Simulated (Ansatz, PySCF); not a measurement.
This PySCF input computes a SVWN5/def2-TZVPD energy:

```python
from pyscf import gto, scf, dft

mol = gto.M(
    atom='''
    Mg   -0.00000000   -0.00000000   -1.24137164
    Cl    0.00000000    0.00000000    0.87626233
    ''',
    basis='def2-tzvpd',
    charge=1,
    spin=0,
    verbose=4,
)

mf = dft.RKS(mol, xc='svwn').density_fit(auxbasis='def2-universal-jkfit')
mf.grids.level = 3
mf.conv_tol = 1e-9
mf.max_cycle = 100
mf.max_memory = 1500
mf.kernel()
if not mf.converged:
    mf = mf.newton()
    mf.kernel(mf.make_rdm1())
mf.analyze()
```

Q: Write an input for the same energy in Ansatz (a program for electronic structure) and say what it gives.

A: 
Ansatz 0.2 input:
```yaml
crystal:
  periodic: [false, false, false]
  atoms:
    - {symbol: Mg, position_ang: [-0.00000000, -0.00000000, -1.24137164]}
    - {symbol: Cl, position_ang: [0.00000000, 0.00000000, 0.87626233]}
basis:
  gaussian:
    orbitals: def2-TZVPD
hamiltonian:
  xc: {name: SVWN5}
total_charge: 1
output: {forces: true}
```
It gives -657.62306 Eh, and PySCF -657.62309 Eh, a difference of 0.03 mEh, from the treatment of integrals and grids.
